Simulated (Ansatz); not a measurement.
Reactions of CH8OSSi2 (`CS[SiH2]O[SiH3]`).

Isolated molecules relaxed with PBE0-D4/def2-TZVP in Ansatz; ΔE leaves out vibrations. CBS: MP2 limit from def2 TZ/QZ plus the TZ coupled-cluster correction, frozen cores. This one scheme is used for every species, atoms too. Functionals use def2-TZVPP. B3LYP here is the variant with VWN-RPA as its local correlation; programs differ in this. No spin–orbit coupling; open shells (•) take unrestricted orbitals. Spin–orbit coupling would lower the free atoms: a little for C, O, S, Si. Bonds to Ge are less sure, by a few kJ/mol each and by 10 to 20 or more in all where they break to atoms, as the def2 sets lack core-valence functions. Scalar relativity is left out up to krypton. Each species was taken in one conformer, which may not be the lowest.

```json
{"reaction": "`CS[SiH2]O[SiH3]` + `C[O][GeH]([NH2])[Cl]` → `C[NH][GeH]([Cl])[O]C` + `[SiH3]O[SiH2]S`", "CCSD(T)/CBS(def2) (kJ/mol)": "?"}
{"reaction": "`CS[SiH2]O[SiH3]` → `CS[SiH2]O` + `[SiH2]`", "CCSD(T)/CBS(def2) (kJ/mol)": "?"}
{"reaction": "`CS[SiH2]O[SiH3]` → CH₃SH + `[SiH]O[SiH3]`", "CCSD(T)/CBS(def2) (kJ/mol)": "265"}
{"reaction": "`CS[SiH2]O[SiH3]` + `[NH2][AlH2]` → `[AlH2][NH][SiH2]O[SiH3]` + CH₃SH", "CCSD(T)/CBS(def2) (kJ/mol)": "?"}
{"reaction": "`CS[SiH2]O[SiH3]` → `O[SiH2]SC[SiH3]`", "CCSD(T)/CBS(def2) (kJ/mol)": "115"}
{"reaction": "`CS[SiH2]O[SiH3]` + `NCBO` → `CS[SiH2]BO` + `NCO[SiH3]`", "CCSD(T)/CBS(def2) (kJ/mol)": "216"}
{"reaction": "`CS[SiH2]O[SiH3]` → C• + 8 H• + O• + S• + 2 Si•", "CCSD(T)/CBS(def2) (kJ/mol)": "4509"}
{"reaction": "`CS[SiH2]O[SiH3]` + `O[SiH3]` → `[SiH3]O[SiH2]O[SiH3]` + CH₃SH", "CCSD(T)/CBS(def2) (kJ/mol)": "-60"}
{"reaction": "`CS[SiH2]O[SiH3]` → `O[SiH3]` + `CS[SiH]`", "CCSD(T)/CBS(def2) (kJ/mol)": "275"}
{"reaction": "`CS[SiH2]O[SiH3]` + `CC` → `CC[SiH2]O[SiH3]` + CH₃SH", "CCSD(T)/CBS(def2) (kJ/mol)": "74"}
```

Fill in the missing values. (Best estimate.)

Computed: `CS[SiH2]O[SiH3]` + `C[O][GeH]([NH2])[Cl]` → `C[NH][GeH]([Cl])[O]C` + `[SiH3]O[SiH2]S`: +26.1 kJ/mol; `CS[SiH2]O[SiH3]` → `CS[SiH2]O` + `[SiH2]`: +340.2 kJ/mol; `CS[SiH2]O[SiH3]` + `[NH2][AlH2]` → `[AlH2][NH][SiH2]O[SiH3]` + CH₃SH: -3.7 kJ/mol.

Largest T1 diagnostic: 0.016, for `CS[SiH]`.
